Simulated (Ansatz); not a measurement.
One change: `BC([SiH3])Br` becomes `BC([SiH3])[SiH2]F`.

Ansatz, PBE0-D4/def2-TZVP geometries, multiplicity 1. Each molecule was computed in one conformer, which needn't be the lowest.

Scalar relativity is left out up to krypton.

```
                                        property  `BC([SiH3])Br`
              LUMO energy (PBE0/def2-TZVPP) / eV           -1.88
  size of the dipole moment (PBE/def2-TZVPP) / D            1.37
            HOMO–LUMO gap (PBE0/def2-TZVPP) / eV            5.88
           LUMO energy (ωB97M-V/def2-TZVPP) / eV            0.04
size of the dipole moment (B3LYP/def2-TZVPP) / D            1.46
           HOMO–LUMO gap (B3LYP/def2-TZVPP) / eV            5.43
```

**Question.** Give the same properties after the change, and the shifts. (Estimate.)

**Answer.** The calculation gave: 
| property | `BC([SiH3])[SiH2]F` | shift |
| --- | --- | --- |
| LUMO energy (PBE0/def2-TZVPP) / eV | -1.57 | 0.31 |
| size of the dipole moment (PBE/def2-TZVPP) / D | 1.64 | 0.27 |
| HOMO–LUMO gap (PBE0/def2-TZVPP) / eV | 7.22 | 1.34 |
| LUMO energy (ωB97M-V/def2-TZVPP) / eV | 0.31 | 0.27 |
| size of the dipole moment (B3LYP/def2-TZVPP) / D | 1.67 | 0.21 |
| HOMO–LUMO gap (B3LYP/def2-TZVPP) / eV | 6.83 | 1.40 |

With PBE0 the HOMO falls by 1.03 eV and the LUMO rises by 0.31 eV, so the gap widens by about 1.34 eV. PBE moves the HOMO by -0.94 eV and ωB97M-V by -1.04 eV. Dipoles are sizes alone; their direction can turn.

B3LYP here is the variant with VWN-RPA as its local correlation; programs differ in this.

Spin–orbit coupling is left out; it splits and shifts lone-pair levels of the heavy atoms by tenths of an eV.
